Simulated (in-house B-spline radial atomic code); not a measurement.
# P³⁺: [Ne] 3s1 4d1 (an excited or competing configuration)

Computed with a B-spline radial code for spherical atoms: non-relativistic M06-2X, spin-polarised, spherical fractional occupations, exact exchange averaged over the configuration, point nucleus.

Effective charges: Z_r = [3n² - l(l+1)]/(2<r>) from the radius, Z_e = n√(-2ε) from the energy, and Slater's rules. Values are occupation-weighted means over spin.

| shell | electrons | ε (eV) | <r> (bohr) | Z_r | Z_e | Slater |
| --- | --- | --- | --- | --- | --- | --- |
| 1s | 2 | -2175.5 | 0.104 | 14.43 | 12.64 | 14.70 |
| 2s | 2 | -235.89 | 0.5179 | 11.59 | 8.33 | 10.85 |
| 2p | 6 | -184.78 | 0.4806 | 10.40 | 7.37 | 10.85 |
| 3s | 1 | -55.839 | 1.624 | 8.31 | 6.08 | 6.20 |
| 4d | 1 | -15.163 | 4.546 | 4.62 | 4.22 | 4.00 |

The least bound orbital is 4d up at -15.16 eV, and it is also the most diffuse (<r> = 4.546 bohr).
